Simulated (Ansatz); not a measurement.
This geometry of C$_{2}$H$_{7}$FN$_{2}$Zn (13 atoms, charge 0, multiplicity 1) is a first-order saddle point.

Computed with RKS PBE-D4/def2-SVP (Ansatz 0.2.0).

```xyz
13
Properties=species:S:1:pos:R:3
C -1.165 -1.174 0.695
N -0.783 -0.181 -0.308
C 0.439 0.576 -0.044
N 1.636 -0.149 0.059
F 0.158 1.205 1.239
Zn 0.276 2.183 -1.187
H -1.289 -0.661 1.667
H -0.438 -2.014 0.844
H -2.137 -1.627 0.416
H -0.686 -0.621 -1.231
H 1.614 -1.098 0.437
H 2.399 0.049 -0.580
H -0.003 3.478 -1.993
```

Which two structures does it join? (They come from a converged band through this point; their orientation in space is the band's.)

No bond is made or broken. The height of N4 over the plane of its neighbours goes from 0.38 to -0.37 Å.

Image 0:

```xyz
13
Properties=species:S:1:pos:R:3
C -0.998 -1.363 0.617
N -0.919 -0.148 -0.181
C 0.220 0.703 -0.002
N 1.547 0.106 0.112
F 0.052 1.336 1.265
Zn 0.402 2.223 -1.272
H -0.955 -1.093 1.691
H -0.190 -2.114 0.424
H -1.972 -1.860 0.442
H -1.132 -0.300 -1.168
H 1.611 -0.478 0.961
H 1.724 -0.507 -0.695
H 0.629 3.463 -2.179
```

Image 10:

```xyz
13
Properties=species:S:1:pos:R:3
C -1.149 -1.225 0.649
N -0.840 -0.149 -0.293
C 0.406 0.562 -0.086
N 1.565 -0.261 -0.166
F 0.287 1.124 1.247
Zn 0.289 2.170 -1.249
H -1.112 -0.813 1.676
H -0.468 -2.112 0.606
H -2.180 -1.589 0.466
H -0.850 -0.502 -1.257
H 1.566 -0.980 0.575
H 2.426 0.287 -0.053
H 0.079 3.452 -2.098
```

How far does it lie above each of them?

1.3 kcal/mol above the first and 4.7 kcal/mol above the second. This is the barrier of this one path; another mechanism may lie lower.

The run took 14 min on 2 threads of Arm Neoverse V1, on a shared host, peak memory 0.2 GiB.
